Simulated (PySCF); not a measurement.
## Spinor energies of O (oxygen, neutral)

Start: [He] 2s1 2p5; 2s1/2 filled at m_j = +1/2; 2p1/2 filled at m_j = -1/2, +1/2; 2p3/2 filled at m_j = -1/2, +1/2, +3/2. Calculated with PySCF 2.14 in x2c-SVPall-2c with one added diffuse shell of s type (4s2p1d, 15 functions): generalised Hartree-Fock with the X2C-1e Hamiltonian and a Gaussian nucleus; one run each with spin-orbit coupling (SO) switched off, then screened by Boettger's factors. This is a chosen level, not necessarily the ground level.

| spinor shell | electrons | ε, spin-free (eV) | ε, screened SO (eV) | weight of nominal j (screened SO) | rms radius, screened SO (bohr) |
| --- | --- | --- | --- | --- | --- |
| 1s1/2 | 2 | -563.43 | -563.42 | 1.000 | 0.231 |
| 2s1/2 | 1 | -38.638 | -38.635 | 1.000 | 1.23 |
| 2p1/2 | 2 | -16.164 | -15.653 | 0.666 | 1.40 |
| 2p3/2 | 3 | -16.164 | -16.505 | 0.778 | 1.39 |

```tsv
quantity	spin-free	screened SO
E (hartree)	-74.16329	-74.16362
M_J	2	2
⟨J²⟩	6.014	6.014
⟨L²⟩	2.001	2.001
⟨S²⟩	2.013	2.013
```

Each row is a mean over spinors that exchange with the open shell spreads, by up to 7.560 eV (2p1/2).

Rows whose weight is well below 1 are mixtures of j = l ± 1/2: exchange outweighs spin-orbit coupling there, and the label is only the starting occupation.

Without spin-orbit coupling the j labels of p, d and f shells carry no meaning; the spin-free column gives the mean over the occupied spinors of each nl shell.
